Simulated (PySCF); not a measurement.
Relaxation of quintet MoBr2

Method: PySCF, UB3LYP, basis Mo def2-TZVP with ECP28, Br def2-TZVP (scalar-relativistic core potentials, no spin–orbit coupling, density fitting). A (50,194) grid was used.

A start displaced from a saddle point along its imaginary mode, of C2v symmetry, held to at least that symmetry:

Coordinates in bohr (charge 0 multiplicity 5):
```
Mo   -0.0741    0.4666    0.0000
Br    0.0460   -0.2894    4.6235
Br    0.0460   -0.2894   -4.6235
```

Problem. What forces act on the atoms at the start (eV/Å)?

Solution. 
```tsv
atom	Fx	Fy	Fz
Mo1	-0.01	-0.02	0.00
Br2	0.00	0.01	-0.46
Br3	0.00	0.01	0.46
```

Problem. What does it relax to?

Solution. It ends at C2v with Mo–Br 2.429 Å (×2); Br–Mo–Br 132.2° (after a last refinement on a finer grid). A frequency run shows a minimum. Other isomers or separated fragments may lie lower.

Problem. How much energy is released, and in how many steps?

Solution. 9.0 kJ/mol in 8 steps.

Open d and f shells are described by one determinant, and the ground state may have another occupation or spin.

The relaxation took 42 s on 4 threads of a shared Arm Neoverse V1 host, with 136 basis functions and 9 gradients; the process peaked at 1.2 GiB. Launch command: `OMP_NUM_THREADS=4 python axn.py task.json out`.
